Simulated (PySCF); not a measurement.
Computed with PBE0/[P def2-TZVPD, Se def2-TZVPD], no relativity, density fitting, PySCF.

```xyz
3
charge -1 multiplicity 1, angstrom
P     0.0000    0.0000   -0.9559
Se    1.7978    0.0000    0.1851
Se   -1.7978    0.0000    0.1851
```

[PSe2]- (singlet), along the line from P1 (at 0) through Se2 (at 2.129 Å).

Problem. Tabulate the fields along this line at -0.75, -0.64, -0.53, -0.43, -0.32, -0.21, -0.11, 0.11, 0.21, 0.32, 0.43, 0.53, 0.64, 0.75, 0.85, 0.96, 1.06, 1.17, 1.28, 1.38, 1.49, 1.60, 1.70, 1.81, 1.92, 2.02, 2.24, 2.34, 2.45, 2.56, 2.66, 2.77, 2.87, 2.98, 3.09, 3.19, 3.30, 3.41 Å.

Solution. 
| distance (Å) | electron density (e/Å³) | electron localisation function | electrostatic potential (V) |
| --- | --- | --- | --- |
| -0.75 | 0.662 | 0.424 | 23.1 |
| -0.64 | 0.827 | 0.143 | 36.9 |
| -0.53 | 1.31 | 0.0718 | 58.4 |
| -0.43 | 3.65 | 0.307 | 94.5 |
| -0.32 | 14.4 | 0.805 | 166 |
| -0.21 | 52.9 | 0.853 | 356 |
| -0.11 | 148 | 0.244 | 1140 |
| 0.11 | 147 | 0.241 | 1140 |
| 0.21 | 52.4 | 0.848 | 356 |
| 0.32 | 14.4 | 0.8 | 166 |
| 0.43 | 3.75 | 0.305 | 95.2 |
| 0.53 | 1.44 | 0.081 | 59.1 |
| 0.64 | 1.02 | 0.2 | 37.7 |
| 0.75 | 0.947 | 0.588 | 24.2 |
| 0.85 | 0.922 | 0.793 | 15.9 |
| 0.96 | 0.91 | 0.824 | 11.6 |
| 1.06 | 0.921 | 0.798 | 10.6 |
| 1.17 | 0.967 | 0.726 | 12.8 |
| 1.28 | 1.06 | 0.546 | 18.7 |
| 1.38 | 1.25 | 0.262 | 29.4 |
| 1.49 | 1.84 | 0.141 | 46.9 |
| 1.60 | 4.03 | 0.242 | 76.5 |
| 1.70 | 12.6 | 0.581 | 132 |
| 1.81 | 41.6 | 0.774 | 263 |
| 1.92 | 103 | 0.579 | 653 |
| 2.02 | 517 | 0.631 | 2250 |
| 2.24 | 517 | 0.632 | 2250 |
| 2.34 | 103 | 0.577 | 653 |
| 2.45 | 41.5 | 0.772 | 262 |
| 2.56 | 12.6 | 0.579 | 132 |
| 2.66 | 4.08 | 0.264 | 75.5 |
| 2.77 | 1.8 | 0.174 | 45.8 |
| 2.87 | 1.09 | 0.287 | 27.9 |
| 2.98 | 0.77 | 0.533 | 16.6 |
| 3.09 | 0.557 | 0.684 | 9.26 |
| 3.19 | 0.397 | 0.725 | 4.52 |
| 3.30 | 0.278 | 0.72 | 1.43 |
| 3.41 | 0.192 | 0.694 | -0.597 |

On a grid of 0.11 Å the density has a local minimum along the bond near 0.96 Å from P, at 0.91 e/Å³, where the ELF is 0.82.

The lowest empty level of this anion is unbound, so it and the gap depend on the basis.
